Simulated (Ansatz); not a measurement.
Gas-phase electronic energies from Ansatz, PBE0-D4/def2-TZVP geometries. CCSD(T)/CBS is the MP2 limit (def2-TZVPP, def2-QZVPP) plus CCSD(T) − MP2 in def2-TZVPP, frozen cores. DFT in def2-TZVPP. One conformer a species, not always the lowest.

`O[SiH2][AlH2]` + `SBS` → `[AlH2][S]BS` + `O[SiH3]`  (cleavage of the Al–Si bond)

```tsv
level	ΔE (kJ/mol)
B97M-V	-111.3
HF/def2-SVP	-114.3
```

Question: What does CCSD(T)/CBS give? (Best estimate.)

Answer: The calculation gave: -115.7 kJ/mol. The listed levels differ from it by 4.4, 1.4 kJ/mol.

Largest T1 diagnostic among the species: 0.014.

Leaving LDA and LC-ωPBE aside and taking each functional with its dispersion term where it has one, the values, not all of them listed here, spread over 15.6 kJ/mol, from BHLYP-D4 to PBE-D4. LDA lies −5.1 kJ/mol from PBE without D4. From PBE to PBE0 (25 % exact exchange), in def2-TZVPP and without D4, ΔE moves by −4.6 kJ/mol. The D4 term adds −4.8 kJ/mol with B3LYP and −2.5 kJ/mol with PBE0; it sums over pairs of atoms, weighted by their polarisabilities, and B3LYP, whose exchange is more repulsive, gets the larger term.

B3LYP here is the variant with VWN-RPA as its local correlation; programs differ in this.
